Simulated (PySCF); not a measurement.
This script is equivalent to a calculation on Pd (palladium, neutral).

```python
from pyscf import gto, scf, dft, mp, cc
import basis_set_exchange as bse
txt = bse.get_basis("def2-TZVP", elements=["Pd"], fmt="nwchem", header=False)
cut = txt.index("\nECP")
mol = gto.M(atom="Pd 0 0 0", charge=0, spin=0, symmetry="D2h",
            basis=gto.basis.parse(txt[:cut]),
            ecp={"Pd": gto.basis.parse_ecp(txt[cut:])})
mf = dft.UKS(mol, xc="B3LYP")
mf.irrep_nelec = {'Ag': (3, 3), 'B1g': (1, 1), 'B2g': (1, 1), 'B3g': (1, 1), 'B1u': (1, 1), 'B2u': (1, 1), 'B3u': (1, 1)}
mf.kernel()
```

Problem. What total energy does it give?

Solution. -127.916 hartree (calculated).

Problem. Which occupied shell lies highest, and where?

Solution. 4d, at -4.932 eV.

Energies and moments cover only the electrons outside the core potential.
